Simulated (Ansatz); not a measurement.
BClH$_{7}$NSi$_{2}$, SMILES `[SiH3]N([SiH3])BCl`, relaxed with RKS PBE0-D4/def2-TZVP in Ansatz 0.2.0 from a PBE-D4/def2-SVP geometry. The force threshold is 0.005 eV/Å; the program also tests the step.

Total charge 0; spin multiplicity 1.

Start:

```xyz
12

Si    0.028    1.350    0.933
N    -0.073   -0.236    0.094
Si    0.360   -0.328   -1.638
B    -0.487   -1.392    0.797
Cl   -0.908   -1.263    2.527
H    -1.315    1.777    1.444
H     0.489    2.317   -0.124
H     1.034    1.310    2.043
H    -0.537    0.579   -2.434
H     0.199   -1.747   -2.093
H     1.782    0.122   -1.829
H    -0.572   -2.487    0.281
```

| step | energy (eV) | largest force (eV/Å) | largest move (Å) |
| --- | --- | --- | --- |
| 1 | -30549.6218 | 0.422 | 0.000 |
| 2 | -30549.6705 | 0.288 | 0.032 |
| 3 | -30549.6781 | 0.132 | 0.016 |
| 4 | -30549.6781 | 0.135 | 0.003 |
| 5 (rejected) | -30549.6756 | 0.178 | 0.034 |
| 6 | -30549.6788 | 0.048 | 0.010 |
| 7 (rejected) | -30549.6788 | 0.009 | 0.012 |
| 8 | -30549.6789 | 0.002 | 0.002 |

End:

```xyz
12

Si    0.031    1.330    0.906
N    -0.072   -0.232    0.096
Si    0.353   -0.317   -1.605
B    -0.480   -1.380    0.788
Cl   -0.903   -1.273    2.505
H    -1.295    1.757    1.410
H     0.490    2.281   -0.142
H     1.022    1.296    2.006
H    -0.534    0.581   -2.388
H     0.194   -1.718   -2.059
H     1.757    0.128   -1.793
H    -0.562   -2.453    0.276
```

Run time 27 s (4 threads of an Intel Xeon Platinum 8488C on a shared host); peak host memory 0.67 GiB.
